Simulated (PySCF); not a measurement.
C3H10GeN2.
SMILES: `[GeH2](/[CH]=N/[H])[N](C)C`

Computed with PySCF at CAM-B3LYP/def2-SVPD, non-relativistic, on one gas-phase PBE0-D3(BJ)/def2-SVP geometry that isn't relaxed in the solvent. The solvent is an IEF-PCM continuum (van der Waals radii × 1.2), and excitations are vertical TDDFT with non-equilibrium linear response and a frozen core. The model holds no explicit solvent molecules, cavitation or dispersion. Spin–orbit coupling is left out although an atom past zinc is present.

Gas-phase singlets (H = HOMO, L = LUMO):

| state | E (eV) | λ (nm) | f | leading configuration |
| --- | --- | --- | --- | --- |
| S1 | 4.186 | 296 | 0.012 | H→L 65% |
| S2 | 5.160 | 240 | 0.009 | H-1→L 57% |
| S3 | 5.884 | 211 | 0.024 | H→L+1 85% |
| S4 | 6.361 | 195 | 0.025 | H→L+2 78% |
| S5 | 6.546 | 189 | 0.009 | H→L+3 62% |

Problem. What are the lowest 5 singlets in chloroform (ε = 4.711)?

Solution. 
```tsv
state	E (eV)	λ (nm)	f	leading configuration	change by rank (eV)
S1	4.200	295	0.016	H→L 67%	+0.014
S2	5.191	239	0.011	H-1→L 59%	+0.031
S3	5.919	209	0.031	H→L+1 85%	+0.035
S4	6.419	193	0.040	H→L+2 82%	+0.058
S5	6.555	189	0.006	H→L+3 64%	+0.009
```

Problem. How do the frontier levels move from gas to chloroform?

Solution. 
```csv
orbital,gas (eV),solvent (eV),change (eV)
LUMO+2,1.63,1.79,+0.16
LUMO+1,1.19,1.32,+0.13
LUMO,0.17,0.23,+0.06
HOMO,-7.42,-7.36,+0.06
HOMO-1,-8.94,-8.94,0.00
HOMO-2,-10.57,-10.50,+0.07
HOMO-3,-10.85,-10.79,+0.06
```

The HOMO–LUMO gap goes from 7.58 to 7.59 eV.

Shape of the structure used: `[H]/[N:6]=[CH:5]/[GeH2:4][N:2]([CH3:1])[CH3:3]`: C1–N2–Ge4–C5 -70°, N2–Ge4–C5–N6 97°.
